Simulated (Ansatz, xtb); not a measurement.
# Isomers of C6H3Cl3 in order of energy

7 gas-phase structures of C6H3Cl3, from a drawn sample of its isomers (lower ones may exist). Each was relaxed with GFN2-xTB:

A. `C#CC#CCC(Cl)(Cl)Cl`, a singlet
B. `Cl/C=C1C=C(Cl)C/1=C\Cl`, a singlet
C. `C=C1C(Cl)=C(Cl)/C1=C/Cl`, a singlet
D. `ClC1=C[C@@H]2C(Cl)=C(Cl)[C@H]12`, a singlet
E. `Cl/C=C1C=C(Cl)C/1=C/Cl`, a singlet
F. `Cl/C=C1C(Cl)=CC\1=C/Cl`, a singlet
G. `C=C1C(Cl)=C(Cl)/C1=C\Cl`, a singlet

Question: Which do you expect lowest at r2SCAN-D4/def2-SVP, and how would the others follow?

Answer: Calculated order at r2SCAN-D4/def2-SVP: C (0.000), G (0.041), B (0.103), F (0.125), E (0.211), D (0.539), A (1.475) eV. Less than 1 kcal/mol parts C and G; B and F, so the order within those pairs means little.

Energies above the lowest of each column, in eV; the last columns are at B3LYP/def2-SVP geometries and were run for some of them only (a dash: not run or not comparable):

```json
{"structure": "C", "GFN2-xTB": "0.000", "HF/STO-3G": "0.382", "r2SCAN-D4/def2-SVP": "0.000", "B3LYP/def2-SVP": "0.000", "CCSD(T)/def2-SVP + ΔMP2/def2-TZVPP": "0.000"}
{"structure": "G", "GFN2-xTB": "0.013", "HF/STO-3G": "0.424", "r2SCAN-D4/def2-SVP": "0.041", "B3LYP/def2-SVP": "0.046", "CCSD(T)/def2-SVP + ΔMP2/def2-TZVPP": "0.037"}
{"structure": "B", "GFN2-xTB": "0.082", "HF/STO-3G": "0.407", "r2SCAN-D4/def2-SVP": "0.103", "B3LYP/def2-SVP": "0.084", "CCSD(T)/def2-SVP + ΔMP2/def2-TZVPP": "0.119"}
{"structure": "F", "GFN2-xTB": "0.116", "HF/STO-3G": "0.405", "r2SCAN-D4/def2-SVP": "0.125", "B3LYP/def2-SVP": "0.099", "CCSD(T)/def2-SVP + ΔMP2/def2-TZVPP": "0.127"}
{"structure": "E", "GFN2-xTB": "0.131", "HF/STO-3G": "0.537", "r2SCAN-D4/def2-SVP": "0.211", "B3LYP/def2-SVP": "0.171", "CCSD(T)/def2-SVP + ΔMP2/def2-TZVPP": "0.209"}
{"structure": "D", "GFN2-xTB": "0.060", "HF/STO-3G": "0.000", "r2SCAN-D4/def2-SVP": "0.539", "B3LYP/def2-SVP": "0.624", "CCSD(T)/def2-SVP + ΔMP2/def2-TZVPP": "–"}
{"structure": "A", "GFN2-xTB": "1.275", "HF/STO-3G": "1.301", "r2SCAN-D4/def2-SVP": "1.475", "B3LYP/def2-SVP": "–", "CCSD(T)/def2-SVP + ΔMP2/def2-TZVPP": "–"}
```

CCSD(T)/def2-SVP + ΔMP2/def2-TZVPP puts C lowest of those it was run on, with G within 1 kcal/mol; HF/STO-3G picks D. Frequencies (GFN2-xTB) were run for B, C, E, F, G alone. ΔMP2 is the change of the MP2 energy from the smaller to the larger basis.

Over these structures GFN2-xTB departs from r2SCAN-D4/def2-SVP by 0.127 eV on average once a common shift is removed. A GFN2-xTB relaxation took about 0.1 s and the r2SCAN-D4/def2-SVP energy about 2.5 s on a shared host (Ansatz 0.2.0, xtb 6.7.1).
